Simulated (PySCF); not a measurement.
C2H6O2Si, SMILES [SiH3]OC(C)=O.

Geometry optimised at r2SCAN-D4/def2-SVP.

Two levels are set side by side: PBE/def2-TZVP (PySCF) and PBE0/def2-TZVP (PySCF). Same geometry, gas phase. Differences are taken from unrounded values.

```csv
quantity,PBE0
orbital gap (eV),8.16
highest occupied level (eV),-8.25
lowest empty level (eV),-0.09
dipole moment (D),1.79
mean polarisability (bohr³),55.6
```

Problem. What does PBE give, and how far is it from PBE0? (An estimate is asked for; the answer gives what the named calculation found.)

Solution. 
```
quantity                       PBE  PBE minus PBE0
---------------------------  -----  --------------
orbital gap (eV)              5.34           -2.82
highest occupied level (eV)  -6.58            1.66
lowest empty level (eV)      -1.24           -1.15
dipole moment (D)             1.73           -0.06
mean polarisability (bohr³)   58.2             2.6
```

PBE's occupied levels lie high since its potential decays too fast outside the molecule; exact exchange lowers them and widens the gap. PBE's more diffuse valence density responds more strongly to a field. Differences between two approximate levels are no errors against the true value.

Rough cost on one machine, each run with all the roots and properties that it gave: PBE0 against PBE within a factor of 2.
